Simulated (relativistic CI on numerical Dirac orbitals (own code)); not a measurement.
Yb³⁺ (4f13) in a crystal field

Calculated by Dirac-Coulomb-Breit CI, orbitals from a KLI potential per configuration, a model potential for QED, valence Slater integrals scaled by 0.85, one configuration in a parametric crystal field (own radial code).

Field parameters in Wybourne normalisation; cubic f-shell fields have B⁴₄ = √(5/14) B⁴₀ and B⁶₄ = −√(7/2) B⁶₀. The field is a parameter set, without covalency.

S is read from ⟨S²⟩ = S(S + 1).

Powder χT (cm³ K mol⁻¹) by Van Vleck's formula, with temperature-independent terms:

| Field | 2 K | 5 K | 10 K | 20 K | 50 K | 100 K | 200 K | 300 K |
| --- | --- | --- | --- | --- | --- | --- | --- | --- |
| C2v, B20 = 270, B22 = 260, B40 = -480, B42 = 250, B44 = 750, B60 = -250, B62 = 280, B64 = 570, B66 = 650 cm⁻¹ | 1.45 | 1.47 | 1.49 | 1.52 | 1.64 | 1.83 | 2.16 | 2.35 |
| D3d, B20 = 820, B40 = -1580, B43 = 1640, B60 = -590, B63 = 180, B66 = -520 cm⁻¹ | 0.647 | 0.692 | 0.768 | 0.92 | 1.34 | 1.77 | 2.14 | 2.3 |
| D3h, B20 = -120, B40 = 170, B60 = -550, B66 = 240 cm⁻¹ | 1.75 | 1.79 | 1.83 | 1.88 | 2.11 | 2.38 | 2.52 | 2.55 |
| D4h, B20 = -1470, B40 = 700, B44 = 1270, B60 = -400, B64 = -890 cm⁻¹ | 1.69 | 1.7 | 1.71 | 1.73 | 1.78 | 1.87 | 2.05 | 2.2 |
| Oh, B40 = -460, B60 = -840 cm⁻¹ | 0.914 | 0.943 | 0.992 | 1.09 | 1.38 | 1.76 | 2.16 | 2.34 |
| Oh, B40 = -2960, B60 = 680 cm⁻¹ | 1.15 | 1.16 | 1.17 | 1.19 | 1.24 | 1.34 | 1.53 | 1.72 |

(1) For D4h, B20 = -1470, B40 = 700, B44 = 1270, B60 = -400, B64 = -890 cm⁻¹: what effective moment follows at 300 K?

Answers

(1) μ_eff = √(8χT) = 4.19 μB. The LS value g√(J(J + 1)) of the free ion's ²F°7/2 level is 4.54 μB.
